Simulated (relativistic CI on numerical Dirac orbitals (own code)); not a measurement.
**Sensitivity of the levels of In¹⁴⁺ to α and to the nuclear radius**

Computed by Dirac-Coulomb-Breit CI, separate exchange-only KLI orbitals for each configuration, derivatives by finite differences, unscaled Slater integrals, QED left out (own radial code, finite nucleus).

Configuration list (outside the closed core [Ar] 3d10): 4s²4p⁵, 4s4p⁶, 4s²4p⁴4d, 4s4p⁵4d, 4s²4p⁴4f, 4s4p⁵4f. Double excitations out of closed p, d and f shells are left out; levels of such configurations are missing from the list, as are those of other unlisted configurations, and high levels can miss mixing partners.

With x = (α/α₀)² − 1 an excitation energy changes as ω = ω₀ + qx; K = 2q/ω₀ is the relative enhancement. Terms are leading LS components, so labels can repeat. The field-shift factor is F = δν/δ⟨r²⟩ for the transition from the lowest level.

Lowest level 4s²4p⁵ ²P°3/2.

| Level | ω₀ (cm⁻¹) | q (cm⁻¹) | K | F (GHz/fm²) |
| --- | --- | --- | --- | --- |
| 4s²4p⁵ ²P°1/2 | 68478 | 74010 | 2.16 | -1.84 |
| 4s4p⁶ ²S1/2 | 400540 | 84310 | 0.421 | -72.9 |
| 4s²4p⁴4d ⁴D5/2 | 512523 | 17200 | 0.0671 | 1.69 |
| 4s²4p⁴4d ⁴D3/2 | 513760 | 14050 | 0.0547 | 1.74 |
| 4s²4p⁴4d ⁴D7/2 | 517960 | 24010 | 0.0927 | 1.7 |
| 4s²4p⁴4d ⁴D1/2 | 522006 | 18530 | 0.071 | 1.72 |
| 4s²4p⁴4d ⁴F9/2 | 536800 | 19220 | 0.0716 | 1.89 |
| 4s²4p⁴4d ²F7/2 | 544151 | 12820 | 0.0471 | 1.84 |
| 4s²4p⁴4d ²D3/2 | 558991 | 19540 | 0.0699 | 1.8 |
| 4s²4p⁴4d ⁴P1/2 | 567979 | 38390 | 0.135 | -0.194 |
| 4s²4p⁴4d ⁴D1/2 | 570695 | 68170 | 0.239 | 0.21 |
| 4s²4p⁴4d ⁴F5/2 | 575537 | 53480 | 0.186 | 0.882 |
| 4s²4p⁴4d ⁴F3/2 | 580138 | 52260 | 0.18 | 1 |

At this charge energies of transitions that change n are usually good to better than 1 %, and those within a shell (Δn = 0) to a few per cent.
